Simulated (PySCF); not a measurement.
A calculated (r2SCAN, PySCF 2.14, aug-cc-pwCVTZ-DK with one added diffuse shell each of s, p, d, f, g type, the spin-free X2C one-electron Hamiltonian (Gaussian nucleus)) atom or ion has these occupied shells.

```tsv
shell	electrons	orbital energy (eV)	rms radius, mean of both spins (bohr)
1s α	1	-5926.6	0.0735
1s β	1	-5926.6	0.0735
2s α	1	-704.91	0.318
2s β	1	-703.14	0.318
2p α	3	-595.58	0.288
2p β	3	-594.22	0.288
3s α	1	-105.81	0.955
3s β	1	-101.93	0.955
3p α	3	-75.788	1.02
3p β	3	-71.752	1.02
3d α	3	-31.039	1.26
4s α	1	-21.625	2.83
```

(1) Name the element and its charge.

Results:

(1) Cr²⁺ (chromium, charge +2), in [Ar] 3d3 4s1, high-spin 5F determinant (an excited configuration).
